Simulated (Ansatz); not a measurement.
Process, species as SMILES: NB(Br)Br -> [NH]B(Br)Br + H atom (the H-N bond at the site shown breaks; other sites are not compared here)
Structures are relaxed separately at B3LYP-D3(BJ)/def2-TZVP in Ansatz (an electronic-structure program), one conformer each, not searched for the lowest. Frequencies are from Ansatz.
Geometry of the first species:
SMILES: NB(Br)Br
```xyz
6

N     -1.9513    -0.5470     0.0808
B     -0.6219    -0.1743     0.0257
Br     0.6858    -1.3636    -0.7605
Br    -0.0655     1.5375     0.7348
H     -2.2804    -1.4285    -0.2770
H     -2.6616     0.0432     0.4816
```
Charge 0, spin multiplicity 1.

Property: bond dissociation energy (enthalpy at 298 K, with B3LYP-D3(BJ) rigid-rotor harmonic-oscillator terms), in kcal/mol. Valence correlation only, unless marked. Open shells are spin-unrestricted. No spin-orbit coupling. Frozen are the shells of the preceding noble gas and the d and f shells that filled before the atom's block. Non-relativistic. CBS(X,Y): correlation extrapolated as X^-3; Hartree-Fock from the larger set (for Q and 5 zeta extrapolated as (X+1)exp(-9√X)).

| level | program | bond dissociation energy (kcal/mol) |
|---|---|---|
| r2SCAN0-D4/def2-TZVPD | Ansatz + dftd4 | 112.1 |
| HSE06-D4/def2-TZVPD | Ansatz + dftd4 | 113.3 |

Question: What does CCSD(T)/CBS(cc-pVQZ,cc-pV5Z) (Ansatz) give?

Answer: 118.7 kcal/mol
